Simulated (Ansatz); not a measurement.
Calculated with Ansatz (gas phase, PBE0-D4/def2-TZVP geometries, no zero-point term in ΔE). CBS: MP2 limit from def2 TZ/QZ plus the TZ coupled-cluster correction, frozen cores. This one scheme is used for every species. DFT in def2-TZVPP. B3LYP here is the variant with VWN-RPA as its local correlation; programs differ in this. For Ge, Se outer-core shells are correlated without core-valence functions, which leaves a few kJ/mol of doubt a bond. Scalar relativity is left out up to krypton. One conformer a species, not always the lowest.

Reaction (formal exchange of groups at the Se–B bond): `C[Se]B(Cl)Cl` + `[CH3][GeH]([F])[Cl]` → `C[Se][Ge]([CH3])([F])[Cl]` + `ClBCl`

`C[Se]B(Cl)Cl`:

Z-matrix (Å, degrees):
```
C
Se 1 1.948
H 1 1.087 2 109.8
H 1 1.087 2 109.8 3 -121.7
H 1 1.088 2 106.3 3 119.1
B 2 1.916 1 101.1 3 61.0
Cl 6 1.748 2 117.6 1 -180.0
Cl 6 1.748 2 122.9 1 0.0
```

`[CH3][GeH]([F])[Cl]`:

Z-matrix (Å, degrees):
```
C
Ge 1 1.926
H 1 1.090 2 110.0
H 1 1.091 2 109.7 3 120.4
H 1 1.090 2 109.0 3 -119.8
F 2 1.735 1 107.6 3 177.3
Cl 2 2.143 1 109.9 3 62.8
H 2 1.532 1 118.5 3 -62.1
```

`C[Se][Ge]([CH3])([F])[Cl]`:

Cartesian coordinates in Å:
```
C -1.633 1.476 0.499
Se -1.358 -0.226 1.430
Ge 0.088 -1.143 -0.145
C 1.906 -0.498 -0.226
F 0.148 -2.834 0.236
Cl -0.776 -0.994 -2.113
H -2.392 2.003 1.074
H -1.998 1.292 -0.509
H -0.718 2.063 0.482
H 2.445 -1.056 -0.992
H 1.910 0.562 -0.479
H 2.380 -0.644 0.745
```

`ClBCl`:

Z-matrix (Å, degrees):
```
B
Cl 1 1.734
Cl 1 1.734 2 120.7
H 1 1.187 2 119.7 3 180.0
```

| level | ΔE (kJ/mol) |
| --- | --- |
| LDA (SPW92) | 19.2 |
| B3LYP-D4 | 0.7 |
| PBE | 9.7 |
| HF/CBS(def2) | -4.2 |

What does CCSD(T)/CBS give? (Best estimate.)

Ansatz gave: +7.3 kJ/mol. The listed levels differ from it by 11.9, -6.6, 2.4, -11.5 kJ/mol.

Largest T1 diagnostic among the species: 0.012.

In def2-TZVPP, CCSD(T) changes the Hartree–Fock value by +10.7 kJ/mol (the triples alone add +1.6 kJ/mol) and MP2 by +13.3 kJ/mol. Leaving LDA and LC-ωPBE aside and taking each functional with its dispersion term where it has one, the values, not all of them listed here, spread over 16.9 kJ/mol, from BHLYP-D4 to B97M-V. LDA lies +9.5 kJ/mol from PBE without D4.
